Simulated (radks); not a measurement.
Question: The mean radii <r> (bohr) of the occupied orbitals of an atom or ion are listed with their occupations. Calculated with a radial shooting solver on a logarithmic mesh with Libxc functionals: non-relativistic Kohn-Sham, PBEsol, spin-polarised, spherical densities, point nucleus.

orbital  occ.      <r>
1s up       1  0.06423
1s down     1  0.06423
2s up       1   0.2965
2s down     1   0.2958
2p up       3   0.2612
2p down     3   0.2605
3s up       1   0.9028
3s down     1   0.9082
3p up       3   0.9543
3p down     2   0.9641
3d up       5    1.216
4s up       1    2.868
5s up       1    8.322

Name the element and its charge. Open shells, if any, are filled with parallel spins first.

Answer: Z = 24, chromium, charge 0: Cr in [Ne] 3s2 3p5 3d5 4s1 5s1. The 1s radius gives Z: for a bare nucleus <r> = 1.5/Z, 0.0625 bohr for Z = 24, and screening makes it slightly larger (0.06423 here). The occupations add up to 24, and the charge is Z minus that.
